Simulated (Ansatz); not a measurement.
System: C$_{2}$H$_{6}$BrGaO$_{2}$ (charge 0, singlet). 
Coordinates optimised at B3LYP-D3(BJ)/def2-TZVP (Ansatz, a quantum-chemistry and plane-wave program):
```
Ga
O 1 1.7690
C 2 1.4210 1 124.27
H 3 1.0928 2 109.06 1 121.34
H 3 1.0928 4 108.65 2 -118.84
H 3 1.0939 4 108.43 5 -117.65
O 1 1.7690 2 117.90 3 179.95
C 7 1.4210 1 124.27 2 -179.95
H 8 1.0928 7 109.06 1 -121.34
H 8 1.0928 9 108.65 7 118.84
H 8 1.0939 9 108.43 10 117.65
Br 1 2.3004 2 121.05 3 -0.12
```
Charge 0, spin multiplicity 1.

Wanted: atomisation energy (electronic, to ground-state atoms), in eV. Cores are frozen in the correlated levels unless marked. Open shells are spin-unrestricted. No spin-orbit coupling. The frozen core is the preceding noble-gas configuration, with the filled d and f shells of earlier blocks. No relativistic terms. The coupled-cluster limit lacks core correlation, which all-electron functionals hold. CBS(X,Y): correlation extrapolated as X^-3; Hartree-Fock from the larger set.

```
level                                       program  atomisation energy (eV)  minus last row
-----------------------------------  --------------  -----------------------  --------------
HF/STO-3G                                    Ansatz                    34.01          -11.10
HF/aug-cc-pVQZ                               Ansatz                    32.10          -13.01
HF/cc-pVQZ                                   Ansatz                    32.10          -13.01
BLYP-D4/def2-TZVPD                   Ansatz + dftd4                    44.62           -0.49
revPBE-D3(BJ)/def2-TZVPD             Ansatz + dftd3                    44.28           -0.83
r2SCAN-D3(BJ)/def2-TZVPD             Ansatz + dftd3                    45.11            0.00
B3LYP-D3(BJ)/def2-TZVPD              Ansatz + dftd3                    44.59           -0.52
B3LYP-D4/def2-TZVPD                  Ansatz + dftd4                    44.60           -0.51
PBE0/STO-3G                                  Ansatz                    51.69            6.58
PBE0/def2-SVP                                Ansatz                    44.88           -0.23
HSE06-D3(BJ)/def2-TZVPD              Ansatz + dftd3                    44.81           -0.30
LC-wPBE-D3(BJ)/def2-TZVPD            Ansatz + dftd3                    44.98           -0.13
LC-wPBE-D4/def2-TZVPD                Ansatz + dftd4                    45.04           -0.07
wB97X-V/def2-TZVPD                           Ansatz                    44.97           -0.14
wB97X/def2-TZVPD                             Ansatz                    44.68           -0.43
B2PLYP-D4/def2-TZVPD                 Ansatz + dftd4                    44.44           -0.67
MP2/CBS(cc-pVTZ,cc-pVQZ)                     Ansatz                    46.19            1.08
RI-MP2/cc-pVTZ                               Ansatz                    44.88           -0.23
RI-MP2/CBS(aug-cc-pVTZ,aug-cc-pVQZ)          Ansatz                    46.21            1.10
CCSD/6-31G                                   Ansatz                    37.63           -7.48
CCSD(T)/CBS(cc-pVTZ,cc-pVQZ)                 Ansatz                    45.11            0.00
```
